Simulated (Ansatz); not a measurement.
Problem. Predict a relaxed structure of [CuBr3(NH3)]- (CuBr3NH3⁻), charge -1, doublet, at PBE-D4/def2-SVPD (Ansatz).

Solution. 
```xyz
8

Cu   -0.446    0.449    0.693
Br    0.792   -1.064    2.210
Br   -0.873    2.281    2.144
Br   -2.295    0.708   -0.931
N     0.600   -0.454   -0.846
H     0.499    0.057   -1.729
H     0.141   -1.365   -0.947
H     1.582   -0.612   -0.593
```
The metal has 4 neighbours: Br 2.47 Å, Br 2.38 Å, Br 2.47 Å, N 2.07 Å. This is one stationary point.

The relaxation made no stability test and no search for a lower SCF solution. No other spin state of charge -1 was run.
